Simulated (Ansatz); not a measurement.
`[NH2][Al]([F])[SH]` + `[SiH3]NP` → `[NH2][Al]([F])[NH][SiH3]` + `PS`  (redistribution)

Calculated with Ansatz (gas phase, PBE0-D4/def2-TZVP geometries, no zero-point term in ΔE). CCSD(T)/CBS is the MP2 limit (def2-TZVPP, def2-QZVPP) plus CCSD(T) − MP2 in def2-TZVPP, frozen cores. This one scheme is used for every species. DFT in def2-TZVPP. One conformer a species, not always the lowest.

```csv
level,ΔE (eV)
PBE-D4,-0.11
PBE0-D4,-0.09
r2SCAN,-0.13
PBE0,-0.10
CCSD/def2-TZVPP,-0.09
HF/def2-QZVPP,-0.04
HF/CBS(def2),-0.04
CCSD/CBS(def2),-0.10
```

**Question.** What does CCSD(T)/CBS give? (Best estimate.)

**Answer.** Ansatz gave: -0.11 eV. The listed levels differ from it by 0.00, 0.02, -0.02, 0.01, 0.02, 0.07, 0.07, 0.01 eV.

Largest T1 diagnostic among the species: 0.012.

In def2-TZVPP, CCSD(T) changes the Hartree–Fock value by −0.07 eV (the triples alone add −0.01 eV) and MP2 by −0.06 eV.
